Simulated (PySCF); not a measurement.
BCl₃: BP86 against PBE0

Base calculation in PySCF with density fitting and no spin–orbit coupling, BP86/def2-TZVP (no relativity): singlet, D3h, B–Cl 1.752 Å (×3); wavenumbers 246 (×2), 439, 459, 923 (×2) cm⁻¹; gap between the highest occupied and lowest empty levels 5.02 eV, polar-tensor charge of B 1.25 e, atomisation energy (no zero-point energy) 1380 kJ/mol.

Task: What changes on going to PBE0/def2-TZVP (no relativity)?

Result: The point group stays the same. Changes: mean bond to B -0.015 Å, highest wavenumber +46 cm⁻¹, lowest wavenumber +8 cm⁻¹, gap between the highest occupied and lowest empty levels +2.38 eV, polar-tensor charge of B +0.05 e, atomisation energy (no zero-point energy) 0 kJ/mol. The new structure has B–Cl 1.737 Å (×3), with wavenumbers 254 (×2), 455, 479, 969 (×2) cm⁻¹.

The structures come from searches over a few start shapes, so lower isomers are not excluded.
